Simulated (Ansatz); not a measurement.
Cost and result for the atomization energy of CH$_{3}$CuF$_{3}$P, SMILES `[CH3][Cu-][P+](F)(F)F` (9 atoms, 8 bonds).

```xyz
9

C    -0.6687   -0.7034   -1.9097
Cu   -0.0693   -0.0722   -0.1971
P     0.6060    0.6376    1.7307
F    -0.3277    0.4480    2.9551
F     0.9241    2.1476    1.8910
F     1.9128    0.0435    2.3190
H    -0.6312    0.0921   -2.6607
H    -1.7008   -1.0647   -1.8599
H    -0.0450   -1.5284   -2.2684
```

Charge 0, multiplicity 1. For Cu the d shell is correlated and the shells below it are frozen. Scalar relativity is left out up to krypton. The geometry is a stationary point of PBE0-D4/def2-TZVP. It is one conformer, not always the lowest. Program: Ansatz. All runs use 4 threads of an Intel Xeon Platinum 8375C on a shared host. Times are those of one run each, without the atoms' runs, and a repeat can differ threefold. Electronic energies, without spin–orbit coupling; frozen cores. CCSD(T)/CBS adds CCSD(T) − MP2 in def2-TZVPP to the MP2 limit, and its time is that of the two runs behind it. T1 = 0.022. With those shells the extrapolation isn't a true limit.

CCSD(T)/CBS is a level of theory with its own doubt, some kJ/mol a heavy atom from the limit and from the frozen cores, so smaller differences don't rank the functionals.

```tsv
level	functions	wall time
revPBE-D4/def2-TZVPP	272	1.9 s
BLYP-D4/def2-TZVPP	272	1.9 s
PBE0-D4/def2-TZVPP	272	3.3 s
BHLYP-D4/def2-TZVPP	272	3.4 s
r2SCAN-D4/def2-TZVPP (with forces)	272	4 s
r2SCANh-D4/def2-TZVPP	272	4.5 s
B97M-V/def2-TZVPP	272	7.5 s
B2PLYP/def2-TZVPP	272	8.5 s
CCSD(T)/def2-SVP	120	8.5 s
ωB97M-V/def2-TZVPP (with forces)	272	11 s
MP2/def2-QZVPP	488	19 s
CCSD(T)/def2-TZVPP	272	3.7 min
CCSD(T)/CBS(def2)	–	4 min
```

Q: What atomization energy does each give, and how far from CCSD(T)/CBS? (Best estimate.)

A: Computed: 
```tsv
level	atomization (kcal/mol)	difference from CCSD(T)/CBS	per bond
revPBE-D4/def2-TZVPP	747.4	-4.9	-0.6
BLYP-D4/def2-TZVPP	756.8	4.5	0.6
PBE0-D4/def2-TZVPP	743.1	-9.2	-1.2
BHLYP-D4/def2-TZVPP	705.3	-47.0	-5.9
r2SCAN-D4/def2-TZVPP (with forces)	759.8	7.5	0.9
r2SCANh-D4/def2-TZVPP	747.8	-4.5	-0.6
B97M-V/def2-TZVPP	755.3	3.0	0.4
B2PLYP/def2-TZVPP	743.3	-9.0	-1.1
CCSD(T)/def2-SVP	673.2	-79.1	-9.9
ωB97M-V/def2-TZVPP (with forces)	756.0	3.7	0.5
MP2/def2-QZVPP	774.1	21.8	2.7
CCSD(T)/def2-TZVPP	725.4	-26.9	-3.4
CCSD(T)/CBS(def2)	752.3	0.0	0.0
```

Leaving LDA and LC-ωPBE aside and taking each functional with its dispersion term where it has one, the values, not all of them listed here, spread over 69.7 kcal/mol, from BHLYP-D4 to PBE-D4. LDA lies +123.0 kcal/mol from PBE without D4, its usual overbinding. At CCSD(T), def2-SVP lies −79.1 kcal/mol from the extrapolated value and def2-TZVPP −27.0 kcal/mol: correlation converges slowly with the basis, and small sets miss more of it in the bonded molecule than in its fragments. From PBE to PBE0 (25 % exact exchange), in def2-TZVPP and without D4, the atomization energy moves by −31.3 kcal/mol: exact exchange takes away binding that semilocal exchange gives to molecules.
